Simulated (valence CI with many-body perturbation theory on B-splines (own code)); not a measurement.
Energy levels of In42+

Computed by relativistic CI+MBPT: five valence electrons over a frozen Dirac-Fock core [He], a basis of 11 s, 11 p, 10 d, 8 f, 5 g, 2 h functions for each j, with the one-electron correlation potential Σ1 (screened to all orders), the two-electron term Σ2, the three-electron term Σ3, Breit, model QED; selected single and double excitations, second order for the rest, scaled by the run's own slope (own B-spline code, finite nucleus).

No measured spectrum was set against this ion. As an estimate, large intervals hold to a few tenths of a per cent, small ones and those within an open d or f shell to about a per cent. Among the levels kept, up to 7100 cm⁻¹ of a level comes from second order outside the variational space, and about a tenth of that is noise between levels of different J, which matters for small intervals.

Levels 91 to 135 of 205, with energies above the lowest level, (2s^2 2p1/2^2 2p3/2) J=3/2. "Leading %" is the weight of the configuration and term that name the level; weights of strongly mixed levels are sums over their largest components and can fall short. In the jj column 3d3/2^4 stands for four electrons in 3d with j = 3/2.

| No. | Configuration | Term | J | E (eV) | Leading % | Second component | Leading jj | g |
| --- | --- | --- | --- | --- | --- | --- | --- | --- |
| 91 | 2s 2p3 3d | 2D° | 3/2 | 4337.2 | 36 | 16 % 2s 2p3 3d 2P° | 2s 2p1/2^2 2p3/2 3d3/2 (78 %) | 0.943 |
| 92 | 2s 2p3 3d | 2P° | 1/2 | 4340.8 | 47 | 15 % 2s 2p3 3d 4D° | 2s 2p1/2^2 2p3/2 3d3/2 (90 %) | 0.627 |
| 93 | 2s 2p3 3p | 6P | 3/2 | 4347.3 | 33 | 20 % 2s 2p3 3p 4D | 2s 2p1/2 2p3/2^2 3p1/2 (92 %) | 1.684 |
| 94 | 2s 2p3 3d | 2F° | 7/2 | 4353.0 | 27 | 16 % 2s 2p3 3d 2G° | 2s 2p1/2^2 2p3/2 3d5/2 (96 %) | 1.163 |
| 95 | 2s 2p3 3p | 4F | 5/2 | 4354.0 | 14 | 14 % 2s2 2p2 3d 4D | 2s 2p1/2 2p3/2^2 3p1/2 (48 %) | 1.263 |
| 96 | 2s 2p3 3s | 4P° | 1/2 | 4356.0 | 82 | 12 % 2s 2p3 3s 2P° | 2s 2p1/2 2p3/2^2 3s (98 %) | 2.311 |
| 97 | 2s2 2p2 3d | 2D | 3/2 | 4356.0 | 34 | 21 % 2s2 2p2 3d 4P | 2s^2 2p3/2^2 3d3/2 (94 %) | 1.154 |
| 98 | 2s2 2p2 3d | 2P | 1/2 | 4358.0 | 56 | 26 % 2s2 2p2 3d 4P | 2s^2 2p3/2^2 3d3/2 (78 %) | 1.120 |
| 99 | 2s2 2p2 3d | 2F | 7/2 | 4358.7 | 34 | 24 % 2s2 2p2 3d 4F | 2s^2 2p3/2^2 3d3/2 (81 %) | 1.151 |
| 100 | 2s 2p3 3p | 4F | 5/2 | 4359.4 | 14 | 14 % 2s2 2p2 3d 4D | 2s 2p1/2 2p3/2^2 3p1/2 (48 %) | 1.272 |
| 101 | 2s 2p3 3d | 2D° | 5/2 | 4360.4 | 29 | 13 % 2s 2p3 3d 4F° | 2s 2p1/2^2 2p3/2 3d5/2 (91 %) | 1.139 |
| 102 | 2s 2p3 3d | 2P° | 3/2 | 4362.3 | 25 | 16 % 2s 2p3 3d 4P° | 2s 2p1/2^2 2p3/2 3d5/2 (91 %) | 1.324 |
| 103 | 2s2 2p2 3d | 2F | 7/2 | 4362.4 | 57 | 27 % 2s2 2p2 3d 4D | 2s^2 2p3/2^2 3d5/2 (87 %) | 1.176 |
| 104 | 2s2 2p2 3d | 4F | 9/2 | 4363.6 | 58 | 40 % 2s2 2p2 3d 2G | 2s^2 2p3/2^2 3d5/2 (98 %) | 1.234 |
| 105 | 2s 2p3 3s | 4S° | 3/2 | 4370.8 | 34 | 20 % 2s 2p3 3s 4P° | 2s 2p1/2 2p3/2^2 3s (94 %) | 1.507 |
| 106 | 2s 2p3 3s | 2S° | 1/2 | 4372.7 | 47 | 38 % 2s 2p3 3s 4D° | 2s 2p1/2 2p3/2^2 3s (95 %) | 1.027 |
| 107 | 2s2 2p2 3d | 2S | 1/2 | 4375.1 | 40 | 30 % 2s2 2p2 3d 2P | 2s^2 2p3/2^2 3d5/2 (78 %) | 1.733 |
| 108 | 2s 2p3 3s | 2D° | 3/2 | 4381.0 | 81 | 5 % 2s 2p3 3s 4S° | 2s 2p1/2 2p3/2^2 3s (94 %) | 0.925 |
| 109 | 2s 2p3 3p | 2F | 7/2 | 4382.8 | 35 | 34 % 2s 2p3 3p 4F | 2s 2p1/2 2p3/2^2 3p1/2 (92 %) | 1.229 |
| 110 | 2s 2p3 3s | 2D° | 5/2 | 4382.8 | 76 | 12 % 2s 2p3 3s 4D° | 2s 2p1/2 2p3/2^2 3s (92 %) | 1.247 |
| 111 | 2s 2p3 3s | 2P° | 3/2 | 4383.3 | 36 | 32 % 2s 2p3 3s 4P° | 2s 2p1/2 2p3/2^2 3s (92 %) | 1.557 |
| 112 | 2s2 2p2 3d | 2P | 3/2 | 4383.5 | 49 | 17 % 2s2 2p2 3d 2D | 2s^2 2p3/2^2 3d5/2 (72 %) | 1.182 |
| 113 | 2s2 2p2 3d | 2D | 5/2 | 4388.8 | 62 | 14 % 2s2 2p2 3d 2F | 2s^2 2p3/2^2 3d5/2 (92 %) | 1.157 |
| 114 | 2s 2p3 3s | 2P° | 1/2 | 4393.4 | 84 | 9 % 2s 2p3 3s 2S° | 2s 2p1/2 2p3/2^2 3s (97 %) | 0.866 |
| 115 | 2s 2p3 3p | 4P | 5/2 | 4400.0 | 55 | 23 % 2s 2p3 3p 2D | 2s 2p1/2 2p3/2^2 3p1/2 (98 %) | 1.446 |
| 116 | 2s2 2p2 3d | 2D | 3/2 | 4400.1 | 77 | 5 % 2s2 2p2 3d 2P | 2s^2 2p3/2^2 3d3/2 (71 %) | 0.873 |
| 117 | 2s2 2p2 3d | 2D | 5/2 | 4409.1 | 65 | 13 % 2s2 2p2 3d 2F | 2s^2 2p3/2^2 3d5/2 (94 %) | 1.182 |
| 118 | 2s 2p3 3p | 6P | 7/2 | 4412.0 | 43 | 30 % 2s 2p3 3p 4F | 2s 2p1/2 2p3/2^2 3p3/2 (95 %) | 1.439 |
| 119 | 2s 2p3 3p | 4D | 1/2 | 4412.4 | 54 | 22 % 2s 2p3 3p 2P | 2s 2p1/2 2p3/2^2 3p1/2 (72 %) | 0.697 |
| 120 | 2s 2p3 3p | 4P | 5/2 | 4413.0 | 34 | 24 % 2s 2p3 3p 4D | 2s 2p1/2 2p3/2^2 3p3/2 (94 %) | 1.466 |
| 121 | 2s 2p3 3p | 4P | 1/2 | 4420.4 | 49 | 37 % 2s 2p3 3p 4D | 2s 2p1/2 2p3/2^2 3p3/2 (56 %) | 1.400 |
| 122 | 2s 2p3 3p | 4F | 3/2 | 4427.4 | 26 | 13 % 2s 2p3 3p 4P | 2s 2p1/2 2p3/2^2 3p1/2 (95 %) | 1.029 |
| 123 | 2s 2p3 3p | 4P | 1/2 | 4427.7 | 47 | 39 % 2s 2p3 3p 2P | 2s 2p1/2 2p3/2^2 3p1/2 (82 %) | 1.551 |
| 124 | 2s 2p3 3p | 2D | 3/2 | 4433.3 | 26 | 18 % 2s 2p3 3p 4P | 2s 2p1/2 2p3/2^2 3p3/2 (60 %) | 1.297 |
| 125 | 2s 2p3 3p | 2F | 5/2 | 4435.9 | 57 | 16 % 2s 2p3 3p 2D | 2s 2p1/2 2p3/2^2 3p1/2 (95 %) | 1.009 |
| 126 | 2s 2p3 3p | 4P | 3/2 | 4440.5 | 39 | 11 % 2s 2p3 3p 2P | 2s 2p1/2 2p3/2^2 3p1/2 (49 %) | 1.336 |
| 127 | 2s 2p3 3p | 4F | 9/2 | 4443.3 | 99 |  | 2s 2p1/2 2p3/2^2 3p3/2 (99 %) | 1.321 |
| 128 | 2s 2p3 3p | 4D | 7/2 | 4444.3 | 62 | 37 % 2s 2p3 3p 2F | 2s 2p1/2 2p3/2^2 3p3/2 (99 %) | 1.309 |
| 129 | 2s 2p3 3p | 2P | 3/2 | 4451.9 | 69 | 12 % 2s 2p3 3p 4D | 2s 2p1/2 2p3/2^2 3p3/2 (84 %) | 1.316 |
| 130 | 2s 2p3 3p | 2P | 3/2 | 4459.8 | 34 | 20 % 2s 2p3 3p 2D | 2s 2p1/2 2p3/2^2 3p1/2 (94 %) | 1.229 |
| 131 | 2s 2p3 3p | 4P | 1/2 | 4460.3 | 42 | 32 % 2s 2p3 3p 2S | 2s 2p1/2 2p3/2^2 3p1/2 (95 %) | 1.885 |
| 132 | 2s 2p3 3p | 2D | 5/2 | 4465.2 | 60 | 23 % 2s 2p3 3p 4P | 2s 2p1/2 2p3/2^2 3p3/2 (98 %) | 1.238 |
| 133 | 2s 2p3 3d | 6D° | 3/2 | 4475.6 | 36 | 23 % 2s 2p3 3d 4D° | 2s 2p1/2 2p3/2^2 3d3/2 (95 %) | 1.348 |
| 134 | 2s 2p3 3d | 6D° | 1/2 | 4477.0 | 39 | 22 % 2s 2p3 3d 4D° | 2s 2p1/2 2p3/2^2 3d3/2 (94 %) | 2.066 |
| 135 | 2s 2p3 3d | 6D° | 5/2 | 4477.5 | 35 | 31 % 2s 2p3 3d 4F° | 2s 2p1/2 2p3/2^2 3d3/2 (88 %) | 1.292 |
